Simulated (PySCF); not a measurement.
Isomers of C7H12O3.

All values: PBE0/pcSseg-1 (PySCF) at GFN2-xTB geometries, gas phase, one conformer each.

(1) Rank by the lowest Hirshfeld charge on any atom, lowest value first.
A. `[CH3:1][C:2]([CH3:3])([CH2:4][OH:5])[C@@H:6]1[CH2:7][C:8](=[O:9])[O:10]1` with C1–C2–C4–O5 -59°, C2–C4–O5–H 177°, C1–C2–C6–C7 49°
B. `[CH3:1][O:2][CH2:3][C@@H:4]1[CH2:5][O:6][CH2:7][CH2:8][C:9]1=[O:10]` with C1–O2–C3–C4 179°, O2–C3–C4–C5 -62°, C3–C4–C5–O6 -179°, C4–C5–O6–C7 62°, C5–O6–C7–C8 -61°, O6–C7–C8–C9 56°
C. `[CH3:1]/[CH:2]=[C:3](/[CH3:4])[C@H:5]([O:6][CH3:7])[O:8][CH:9]=[O:10]` with C2–C3–C5–O6 -139°, C3–C5–O6–C7 170°, C3–C5–O8–C9 -109°, C5–O8–C9–O10 1°
D. `[CH3:1][CH2:2][CH2:3][C@:4]1([CH3:5])[CH2:6][O:7][C:8](=[O:9])[O:10]1` with C1–C2–C3–C4 175°, C2–C3–C4–C5 60°

(2) Rank by the highest IAO charge on any atom, highest value first.
A. `[CH3:1][CH:2]([CH3:3])[O:4][C@H:5]1[CH2:6][C:7](=[O:8])[CH2:9][O:10]1` with C1–C2–O4–C5 82°, C2–O4–C5–C6 170°, O4–C5–C6–C7 96°, C5–C6–C7–O8 -170°, C6–C7–C9–O10 9°, C7–C9–O10–C5 -27°
B. `[CH3:1]/[CH:2]=[C:3](/[CH3:4])[C@H:5]([O:6][CH3:7])[O:8][CH:9]=[O:10]` with C2–C3–C5–O6 -139°, C3–C5–O6–C7 170°, C3–C5–O8–C9 -109°, C5–O8–C9–O10 1°
C. `[CH2:1]=[CH:2][CH2:3][O:4][C:5](=[O:6])[C@@H:7]([CH3:8])[O:9][CH3:10]` with C1–C2–C3–O4 121°, C2–C3–O4–C5 80°, C3–O4–C5–O6 2°, O4–C5–C7–C8 65°, C5–C7–O9–C10 69°
D. `[CH3:1][C:2]([CH3:3])([CH2:4][OH:5])[C@@H:6]1[CH2:7][C:8](=[O:9])[O:10]1` with C1–C2–C4–O5 -59°, C2–C4–O5–H 177°, C1–C2–C6–C7 49°
E. `[CH3:1][CH2:2][CH2:3][C@:4]1([CH3:5])[CH2:6][O:7][C:8](=[O:9])[O:10]1` with C1–C2–C3–C4 175°, C2–C3–C4–C5 60°

(3) Rank by the lowest IAO charge on any atom, lowest value first.
A. `[CH3:1][CH2:2][CH2:3][C@:4]1([CH3:5])[CH2:6][O:7][C:8](=[O:9])[O:10]1` with C1–C2–C3–C4 175°, C2–C3–C4–C5 60°
B. `[CH3:1][CH:2]([CH3:3])[O:4][C@H:5]1[CH2:6][C:7](=[O:8])[CH2:9][O:10]1` with C1–C2–O4–C5 82°, C2–O4–C5–C6 170°, O4–C5–C6–C7 96°, C5–C6–C7–O8 -170°, C6–C7–C9–O10 9°, C7–C9–O10–C5 -27°
C. `[CH3:1][O:2][C@H:3]1[CH2:4][C@:5]([CH3:6])([C:7](=[O:8])[OH:9])[CH2:10]1` with C1–O2–C3–C4 76°, C4–C5–C7–O8 5°, C5–C7–O9–H 179°, O2–C3–C4–C5 130°, C3–C4–C5–C6 -133°, C4–C5–C10–C3 13°, O2–C3–C10–C5 -133°
D. `[CH3:1][O:2][CH2:3][C@@H:4]1[CH2:5][O:6][CH2:7][CH2:8][C:9]1=[O:10]` with C1–O2–C3–C4 179°, O2–C3–C4–C5 -62°, C3–C4–C5–O6 -179°, C4–C5–O6–C7 62°, C5–O6–C7–C8 -61°, O6–C7–C8–C9 56°
E. `[CH3:1]/[C:2]([CH2:3][OH:4])=[C:5](/[CH3:6])[CH2:7][O:8][CH:9]=[O:10]` with C1–C2–C3–O4 112°, C2–C3–O4–H -54°, C2–C5–C7–O8 -111°, C5–C7–O8–C9 94°, C7–O8–C9–O10 1°

Answers

(1) D (-0.288 e), A (-0.264 e), C (-0.245 e), B (-0.231 e).

(2) E (+0.661 e), D (+0.536 e), C (+0.498 e), B (+0.404 e), A (+0.387 e).

(3) E (-0.545 e), C (-0.483 e), A (-0.458 e), B (-0.438 e), D (-0.414 e).

All values together:

| SMILES | μ (D) | HOMO (eV) | LUMO (eV) | lowest IAO charge (e) | highest IAO charge (e) | lowest Hirshfeld charge (e) | highest Hirshfeld charge (e) |
| --- | --- | --- | --- | --- | --- | --- | --- |
| CCC[C@]1(C)COC(=O)O1 | 6.11 | -8.40 | 0.88 | -0.458 (O) | +0.661 (C) | -0.288 (O) | +0.250 (C) |
| CC(C)O[C@H]1CC(=O)CO1 | 2.71 | -7.29 | -0.73 | -0.438 (C) | +0.387 (C) | -0.236 (O) | +0.169 (C) |
| CO[C@H]1C[C@](C)(C(=O)O)C1 | 0.61 | -7.24 | 0.26 | -0.483 (O) | +0.527 (C) | -0.266 (O) | +0.218 (C) |
| C[C@H](O)C(=O)OC1CCC1 | 3.29 | -7.80 | 0.12 | -0.553 (O) | +0.507 (C) | -0.247 (O) | +0.214 (C) |
| CC(C)(CO)[C@@H]1CC(=O)O1 | 5.97 | -7.86 | 0.47 | -0.556 (O) | +0.536 (C) | -0.264 (O) | +0.204 (C) |
| C/C=C(/C)[C@H](OC)OC=O | 1.01 | -7.10 | -0.06 | -0.459 (O) | +0.404 (C) | -0.245 (O) | +0.178 (C) |
| COCC(=O)OCC1CC1 | 2.71 | -7.33 | 0.33 | -0.459 (O) | +0.503 (C) | -0.246 (O) | +0.208 (C) |
| COC[C@@H]1COCCC1=O | 0.56 | -7.28 | -0.61 | -0.414 (O) | +0.385 (C) | -0.231 (O) | +0.166 (C) |
| C=CCO[C@H](C)C(=O)OC | 2.43 | -7.46 | 0.05 | -0.455 (O) | +0.500 (C) | -0.247 (O) | +0.208 (C) |
| C/C(CO)=C(/C)COC=O | 1.13 | -6.98 | -0.25 | -0.545 (O) | +0.406 (C) | -0.237 (O) | +0.178 (C) |
| C=CCOC(=O)[C@@H](C)OC | 2.36 | -7.37 | -0.09 | -0.458 (O) | +0.498 (C) | -0.240 (O) | +0.210 (C) |
| CO[C@@H](C)C(=O)OC1CC1 | 2.64 | -7.39 | 0.23 | -0.455 (O) | +0.501 (C) | -0.245 (O) | +0.209 (C) |

Conformers: `[CH3:1][CH2:2][CH2:3][C@:4]1([CH3:5])[CH2:6][O:7][C:8](=[O:9])[O:10]1` with C1–C2–C3–C4 175°, C2–C3–C4–C5 60°; `[CH3:1][CH:2]([CH3:3])[O:4][C@H:5]1[CH2:6][C:7](=[O:8])[CH2:9][O:10]1` with C1–C2–O4–C5 82°, C2–O4–C5–C6 170°, O4–C5–C6–C7 96°, C5–C6–C7–O8 -170°, C6–C7–C9–O10 9°, C7–C9–O10–C5 -27°; `[CH3:1][O:2][C@H:3]1[CH2:4][C@:5]([CH3:6])([C:7](=[O:8])[OH:9])[CH2:10]1` with C1–O2–C3–C4 76°, C4–C5–C7–O8 5°, C5–C7–O9–H 179°, O2–C3–C4–C5 130°, C3–C4–C5–C6 -133°, C4–C5–C10–C3 13°, O2–C3–C10–C5 -133°; `[CH3:1][C@H:2]([OH:3])[C:4](=[O:5])[O:6][CH:7]1[CH2:8][CH2:9][CH2:10]1` with C1–C2–O3–H -101°, C1–C2–C4–O5 108°, C2–C4–O6–C7 178°, C4–O6–C7–C8 128°, O6–C7–C8–C9 128°, C7–C8–C9–C10 -11°, C8–C9–C10–C7 11°, O6–C7–C10–C9 -128°; `[CH3:1][C:2]([CH3:3])([CH2:4][OH:5])[C@@H:6]1[CH2:7][C:8](=[O:9])[O:10]1` with C1–C2–C4–O5 -59°, C2–C4–O5–H 177°, C1–C2–C6–C7 49°; `[CH3:1]/[CH:2]=[C:3](/[CH3:4])[C@H:5]([O:6][CH3:7])[O:8][CH:9]=[O:10]` with C2–C3–C5–O6 -139°, C3–C5–O6–C7 170°, C3–C5–O8–C9 -109°, C5–O8–C9–O10 1°; `[CH3:1][O:2][CH2:3][C:4](=[O:5])[O:6][CH2:7][CH:8]1[CH2:9][CH2:10]1` with C1–O2–C3–C4 -70°, O2–C3–C4–O5 4°, C3–C4–O6–C7 180°, C4–O6–C7–C8 177°, O6–C7–C8–C9 -85°; `[CH3:1][O:2][CH2:3][C@@H:4]1[CH2:5][O:6][CH2:7][CH2:8][C:9]1=[O:10]` with C1–O2–C3–C4 179°, O2–C3–C4–C5 -62°, C3–C4–C5–O6 -179°, C4–C5–O6–C7 62°, C5–O6–C7–C8 -61°, O6–C7–C8–C9 56°; `[CH2:1]=[CH:2][CH2:3][O:4][C@H:5]([CH3:6])[C:7](=[O:8])[O:9][CH3:10]` with C1–C2–C3–O4 -136°, C2–C3–O4–C5 66°, C3–O4–C5–C6 -170°, O4–C5–C7–O8 7°, C5–C7–O9–C10 -178°; `[CH3:1]/[C:2]([CH2:3][OH:4])=[C:5](/[CH3:6])[CH2:7][O:8][CH:9]=[O:10]` with C1–C2–C3–O4 112°, C2–C3–O4–H -54°, C2–C5–C7–O8 -111°, C5–C7–O8–C9 94°, C7–O8–C9–O10 1°; `[CH2:1]=[CH:2][CH2:3][O:4][C:5](=[O:6])[C@@H:7]([CH3:8])[O:9][CH3:10]` with C1–C2–C3–O4 121°, C2–C3–O4–C5 80°, C3–O4–C5–O6 2°, O4–C5–C7–C8 65°, C5–C7–O9–C10 69°; `[CH3:1][O:2][C@@H:3]([CH3:4])[C:5](=[O:6])[O:7][CH:8]1[CH2:9][CH2:10]1` with C1–O2–C3–C4 173°, O2–C3–C5–O6 -12°, C3–C5–O7–C8 178°, C5–O7–C8–C9 147°.
